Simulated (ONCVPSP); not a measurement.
# Which change was made? (Ag, ONCV)

ONCVPSP 4.0.1 input, shortened (lines: element, Z, core and valence counts, functional; n l f; lmax; l rc ep ncon nbas qcut; lloc lpopt rc5 dvloc0; l nproj debl; icmod fcfact rcfact), PBE, scalar-relativistic:

```
  Ag 47.00    6    3        4      upf
    1    0    2.00
    2    0    2.00
    2    1    6.00
    3    0    2.00
    3    1    6.00
    3    2   10.00
    4    0    2.00
    4    1    6.00
    4    2   10.00
    3
    0    1.30    0.00    4    8    9.90
    1    1.60    0.00    3    7    9.80
    2    1.15    0.00    3    6    8.10
    3    1.50    0.03    4    7    8.60
    4    5    0.90    2.00
    0    2    0.90
    1    2    2.70
    2    2    1.50
    3    2    1.20
    1    0.70    0.00
```

In the s channel the program set the typed energies aside and used -3.795, 0.250 Ha.

Cutoffs, loose and tight: the cutoffs (Ha) at which the residual kinetic energy of the hardest occupied pseudo-wave falls to 1 and 0.1 mHa per electron. They do not see the model core or the augmentation charge, which bear on the density cutoff. Test errors are all-electron minus pseudo excitation energies from the reference, over the configurations 4s2 4p6 4d10 5s1; 4s2 4p6 4d9; 4s2 4p6 4d8; 4s2 4p6 4d9 5s1 5p1; variants that change the core or the reference have their own tests.

The base gives: outcome: generated, projector energies reset by the program; cutoff, loose: 36 Ha; cutoff, tight: 83 Ha; bound ghosts: none; GHOST(+) flags above zero: s; largest test error (meV): -5.1.

(1) After one change the result is: outcome: generated, projector energies reset by the program; cutoff, loose: 92 Ha; cutoff, tight: 144 Ha; bound ghosts: d; GHOST(+) flags above zero: s; largest test error (meV): -13. Which change was it?
A. s: qcut 9; p: qcut 8.9; d: qcut 7.4; f: qcut 7.8
B. s: qcut 6.4; p: qcut 6.3; d: qcut 5.2; f: qcut 5.5
C. s: qcut 14.2; p: qcut 14; d: qcut 11.6; f: qcut 12.3
D. s: qcut 7.6; p: qcut 7.5; d: qcut 6.2; f: qcut 6.6

Answers

(1) D. The others give: s: qcut 6.4; p: qcut 6.3; d: qcut 5.2; f: qcut 5.5 → outcome: failed: oncvpsp: lschvkbb ERROR 3 2 100 | s: qcut 14.2; p: qcut 14; d: qcut 11.6; f: qcut 12.3 → outcome: failed: ERROR pspot: first pseudo wave function has node, program will stop | s: qcut 9; p: qcut 8.9; d: qcut 7.4; f: qcut 7.8 → outcome: generated, projector energies reset by the program; cutoff, loose: 47 Ha; cutoff, tight: 99 Ha; bound ghosts: none; GHOST(+) flags above zero: s; largest test error (meV): -7.0.
